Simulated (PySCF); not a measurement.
Species: 1-cyanoacenaphthylene, C13H7N.
Atom-mapped SMILES: `[N:1]#[C:2][C:3]1=[CH:4][c:5]2[cH:6][cH:7][cH:8][c:9]3[cH:10][cH:11][cH:12][c:13]1[c:14]23` (hydrogens: H15 on C4; H16 on C6; H17 on C7; H18 on C8; H19 on C10; H20 on C11; H21 on C12)

The closed-shell ground state was solved at several levels (PySCF, density fitting, gas phase, non-relativistic). Isolated species at its PBE0-D3(BJ)/def2-SVP geometry, gas phase.

| level | basis functions | HOMO (eV) | LUMO (eV) | gap (eV) | dipole (D) |
| --- | --- | --- | --- | --- | --- |
| CAM-B3LYP/def2-SVPD | 336 | -8.10 | -1.97 | 6.13 | 5.50 |
| B3LYP/pcJ-1 | 448 | -6.72 | -3.03 | 3.69 | 5.49 |
| PBE0/pcSseg-1 | 273 | -6.97 | -2.94 | 4.03 | 5.48 |

(1) Estimate the row for KT2/pcSseg-1, a basis of 273 functions; the other rows only guide the guess.

(2) Over all these levels, which gives the widest orbital gap and which the narrowest?

(3) How far do the dipole and the HOMO energy spread over the levels?

Answers

(1) HOMO -6.01 eV, LUMO -3.58 eV, gap 2.43 eV, dipole 5.38 D.

(2) CAM-B3LYP/def2-SVPD (range-separated hybrid) has the widest, 6.13 eV, and KT2/pcSseg-1 (GGA) the narrowest, 2.43 eV. Functional and basis both differ between the two, so the spread mixes both effects.

(3) The dipole runs from 5.38 to 5.50 D (mean 5.46 D) and the HOMO from -8.10 to -6.01 eV.
